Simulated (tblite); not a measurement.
C8H15P.
Structure used (GFN2-xTB), in Å, numbered top down from 1:
```xyz
24
C8H15P angstrom
C      4.0591    1.5353   -0.8181
C      2.9009    1.2455   -0.9097
C      1.5101    0.8757   -0.9908
P      0.8306    0.5463    0.7294
C      1.8949   -0.9273    1.0858
C     -0.7530   -0.3385    0.2195
C     -1.3190   -1.0814    1.4250
C     -1.7473    0.6932   -0.3199
C     -3.0063    0.0686   -0.9128
H      5.0724    1.7979   -0.7548
H      1.3964   -0.0195   -1.6118
H      0.9461    1.6995   -1.4371
H      2.9335   -0.6039    1.0322
H      1.7006   -1.2891    2.0930
H      1.7259   -1.7295    0.3672
H     -0.5150   -1.0619   -0.5730
H     -1.5638   -0.3777    2.2188
H     -0.6002   -1.7991    1.8130
H     -2.2209   -1.6268    1.1562
H     -1.2626    1.2899   -1.0968
H     -2.0230    1.3735    0.4896
H     -2.7472   -0.6587   -1.6803
H     -3.6259    0.8386   -1.3672
H     -3.5980   -0.4308   -0.1500
```

Computed values, GFN2-xTB/tblite, gas phase, harmonic and unscaled. The method is semi-empirical: single wavenumbers can be off by several per cent or more. One conformer, not necessarily the lowest.

Harmonic wavenumbers (cm⁻¹): 34.4, 48.4, 62.2, 98.1, 156.7, 163.0, 196.4, 206.3, 239.4, 266.5, 281.2, 297.4, 312.9, 344.0, 402.5, 428.6, 621.9, 635.8, 693.5, 708.2, 744.4, 783.6, 808.5, 870.8, 893.5, 899.8, 973.8, 1007.4, 1014.4, 1037.5, 1080.1, 1107.7, 1140.3, 1157.3, 1178.6, 1215.1, 1257.1, 1301.9, 1316.5, 1346.7, 1398.1, 1410.0, 1415.4, 1441.9, 1461.1, 1485.0, 1495.9, 1500.7, 1505.2, 1517.9, 2285.9, 2864.4, 2904.7, 2940.9, 2959.3, 2975.3, 2977.0, 3009.4, 3019.7, 3021.5, 3023.9, 3025.1, 3031.9, 3040.3, 3045.0, 3399.7.

A = 2495, B = 737.1, C = 610.1 MHz; mass 142.091 u (most abundant isotopes); point group C1, symmetry number 1.

Q: Zero-point energy?

A: ½Σν̃ = 44744 cm⁻¹ = 127.93 kcal/mol.

Q: Entropy at 200 K, 1 bar (ideal gas, RRHO, classical rotation)?

A: Translation 38.81, rotation 28.85, vibration 28.39: S = 96.0 cal/(mol K).

Q: And Cp and H(200 K) − H(0)?

A: Cp = 36.35 cal/(mol K), of which vibrations give 28.40 (their classical limit is 66 R = 131.2); H(200 K) − H(0) = 4.60 kcal/mol without the zero-point energy, 3.01 from vibrations.

Q: How do the functions run with temperature in this model?

A: 
```tsv
T (K)	S (cal/(mol K))	Cp (cal/(mol K))	H − H(0) (kcal/mol)	G − H(0) (kcal/mol)	ln q(vib)
50	62.1	15.6	0.57	-2.54	1.02
100	75.5	23.8	1.56	-5.99	2.87
298.15	112.7	47.9	8.73	-24.87	10.34
373.15	124.4	56.7	12.65	-33.77	13.00
500	142.9	69.8	20.70	-50.74	17.35
750	175.1	88.9	40.70	-90.59	25.45
1000	202.5	101.9	64.64	-137.87	32.90
```

q(vib) and H(0) count from the zero-point level.

Q: Blend soft modes into free rotors: weight 1/[1 + (100 cm⁻¹/ν̃)⁴] for the oscillator and the rest for a rotor with moment μB/(μ + B), μ = h/(8π²ν), B = 10⁻⁴⁴ kg m². What vibrational entropy results?

A: 25.72 cal/(mol K) in place of 28.39, which changes −T·S at 200 K by +0.53 kcal/mol.

Hindered rotation and anharmonicity are outside this model. Other conformers, if any are populated, would add a mixing term that is left out. The structure is chiral; the term R ln 2 for an equal mix with its mirror image is left out.

Hardware: Arm Neoverse V2, one thread (shared host). Cost: 1.0 s of wall time. This covers the Hessian and the dipole derivatives.
